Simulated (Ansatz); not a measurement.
Consider the redistribution: `BN[SiH2]O` + `NC([SiH3])=S` → `NC(=S)[SiH2]O` + `BN[SiH3]`.

Program: Ansatz. Geometries: PBE0-D4/def2-TZVP. ΔE: electronic, gas phase. CBS: MP2 limit from def2 TZ/QZ plus the TZ coupled-cluster correction, frozen cores. DFT in def2-TZVPP. B3LYP here is the variant with VWN-RPA as its local correlation; programs differ in this. One conformer a species, not always the lowest.

`BN[SiH2]O`:

Z-matrix (Å, degrees):
```
Si
N 1 1.740
O 1 1.642 2 112.8
H 1 1.479 2 109.7 3 115.3
H 1 1.481 2 105.6 3 -122.8
B 2 1.400 1 126.5 3 111.8
H 2 1.012 1 116.7 3 -68.1
H 3 0.958 1 117.8 2 -64.5
H 6 1.198 2 118.8 1 -0.3
H 6 1.198 2 119.9 1 179.9
```

`NC([SiH3])=S`:

Cartesian coordinates in Å:
```
N 0.966 -0.217 1.192
C 0.703 -0.105 -0.112
Si -1.073 0.206 -0.687
S 1.837 -0.221 -1.295
H 1.915 -0.383 1.495
H 0.242 -0.140 1.886
H -1.494 -0.921 -1.548
H -1.112 1.489 -1.424
H -1.986 0.290 0.494
```

`NC(=S)[SiH2]O`:

Cartesian coordinates in Å:
```
N 0.943 0.186 -1.385
C -0.218 -0.299 -0.954
S -1.356 -1.044 -1.877
Si -0.663 -0.154 0.862
O 0.637 0.621 1.539
H 1.192 0.112 -2.361
H 1.580 0.628 -0.741
H -1.906 0.641 1.005
H -0.849 -1.508 1.436
H 0.640 0.816 2.476
```

`BN[SiH3]`:

```xyz
9

B     1.138   -0.772   -0.733
N     0.062   -0.634    0.149
Si   -0.846    0.822    0.466
H     1.506    0.184   -1.354
H     1.672   -1.838   -0.853
H    -0.218   -1.464    0.655
H    -2.282    0.620    0.134
H    -0.271    1.899   -0.370
H    -0.761    1.183    1.906
```

```json
{"level": "r2SCAN-D4", "ΔE (kJ/mol)": "4.0"}
{"level": "PBE0-D4", "ΔE (kJ/mol)": "4.1"}
{"level": "B3LYP-D4", "ΔE (kJ/mol)": "3.2"}
{"level": "B2PLYP", "ΔE (kJ/mol)": "4.4"}
{"level": "MP2/def2-TZVPP", "ΔE (kJ/mol)": "4.9"}
{"level": "SCS-MP2/def2-TZVPP", "ΔE (kJ/mol)": "4.7"}
{"level": "CCSD(T)/def2-TZVPP", "ΔE (kJ/mol)": "5.1"}
{"level": "HF/def2-QZVPP", "ΔE (kJ/mol)": "4.4"}
```

What does CCSD(T)/CBS give? (An estimate is asked.)

Ansatz gave: +5.1 kJ/mol. The listed levels differ from it by -1.1, -1.0, -1.9, -0.7, -0.2, -0.4, 0.0, -0.7 kJ/mol.

Largest T1 diagnostic among the species: 0.018.
